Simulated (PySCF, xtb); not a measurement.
GeH₃, SMILES [GeH3-], charge -1.

xtb with GFN2-xTB at its own geometry gives an orbital gap of 5.37 eV.

Coordinates come from a r2SCAN-D4/def2-TZVPD optimisation.

Task: What does HF/def2-TZVPD in PySCF give? (An estimate is asked for; the answer gives what the named calculation found.)

Result: gap 8.42 eV (levels -2.04 and 6.38 eV).
